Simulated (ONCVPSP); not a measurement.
## How hard is this calcium ONCV potential?

ONCVPSP 4.0.1 input, shortened (lines: element, Z, core and valence counts, functional; n l f; lmax; l rc ep ncon nbas qcut; lloc lpopt rc5 dvloc0; l nproj debl; icmod fcfact rcfact), LDA (Perdew-Wang 92), fully relativistic:

```
  Ca 20.00    3    3  -001012      upf
    1    0    2.00
    2    0    2.00
    2    1    6.00
    3    0    2.00
    3    1    6.00
    4    0    1.00
    2
    0    2.25    0.00    4    7    5.30
    1    1.30    0.00    3    7    6.20
    2    2.10    0.13    3    7    5.10
    4    5    1.10    0.00
    0    2    1.60
    1    3    2.10
    2    1    0.80
    0    0.00    0.00
```

Open shells are filled in proportion to 2j + 1.

In the d channel the program set the typed energies aside and used -0.315 Ha (j = l + 1/2; the other j can differ).

For each optimised wave give the share of its norm inside rc, the residual kinetic energy above qcut (Ha) and the cutoffs (Ha) for errors of 10, 1, 0.1 and 0.01 mHa per electron.

| wave | norm inside rc | residual KE | 10 mHa | 1 mHa | 0.1 mHa | 0.01 mHa |
| --- | --- | --- | --- | --- | --- | --- |
| 3s | 0.980 | 3.7e-07 | 4.2 | 5.6 | 7.0 | 10.5 |
| 4s | 0.118 | 4.8e-06 | 3.3 | 4.9 | 10.1 | 13.3 |
| 3p j=3/2 | 0.584 | 4.3e-05 | 10.7 | 13.9 | 17.2 | 89.3 |
| p projector 2 j=3/2 | 0.056 | 2.1e-05 | 9.3 | 12.9 | 16.2 | 28.0 |
| p projector 3 j=3/2 | 0.044 | 7.2e-05 | 11.1 | 14.6 | 18.5 | 66.8 |
| 3p j=1/2 | 0.590 | 4.0e-05 | 10.8 | 14.1 | 17.3 | 86.7 |
| p projector 2 j=1/2 | 0.056 | 2.1e-05 | 9.5 | 13.1 | 16.4 | 27.7 |
| p projector 3 j=1/2 | 0.044 | 7.2e-05 | 11.2 | 14.8 | 18.8 | 61.8 |
| d projector 1 j=5/2 | 0.637 | 1.4e-03 | 10.8 | 14.7 | 46.3 | 98.1 |
| d projector 1 j=3/2 | 0.638 | 1.4e-03 | 10.8 | 14.8 | 46.5 | 98.3 |

The occupied waves need 14 Ha and 17 Ha for 1 and 0.1 mHa.
